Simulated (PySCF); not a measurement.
PySCF 2.14 output of an unrestricted HSE06 calculation on a single atom or ion in x2c-TZVPPall with one added diffuse shell each of s, p, d type (7s6p5d1f, 57 functions), with scalar relativity by spin-free X2C-1e:

```
SCF conv_tol = 1e-09
number electrons alpha = 18  beta = 15
    J. Heyd, G. E. Scuseria, and M. Ernzerhof.,  J. Chem. Phys. 118, 8207 (2003)
    J. Heyd, G. E. Scuseria, and M. Ernzerhof.,  J. Chem. Phys. 124, 219906 (2006)
    A. V. Krukau, O. A. Vydrov, A. F. Izmaylov, and G. E. Scuseria.,  J. Chem. Phys. 125, 224106 (2006)
cycle= 1 E= -2604.68694550885  delta_E= -0.00543  |g|= 0.0855  |ddm|= 0.132
cycle= 2 E= -2604.68727323304  delta_E= -0.000328  |g|= 0.0596  |ddm|= 0.0543
cycle= 3 E= -2604.68764105917  delta_E= -0.000368  |g|= 0.00143  |ddm|= 0.0232
cycle= 4 E= -2604.68764138934  delta_E= -3.3e-07  |g|= 2.79e-05  |ddm|= 0.00122
cycle= 5 E= -2604.68764138962  delta_E= -2.83e-10  |g|= 1.5e-06  |ddm|= 3.14e-05
converged SCF energy = -2604.68764138962  <S^2> = 3.7503008  2S+1 = 4.0001504
```

The run itself started from symmetry-adapted Hartree-Fock orbitals and held the occupation by maximum overlap, on a logarithmic radial grid, so the iterations belong to that start.

Problem. Which element, charge and spin multiplicity is this?

Solution. Br²⁺ (bromine, charge +2), multiplicity 4; the state was [Ar] 3d10 4s2 4p3, high-spin 4S determinant.
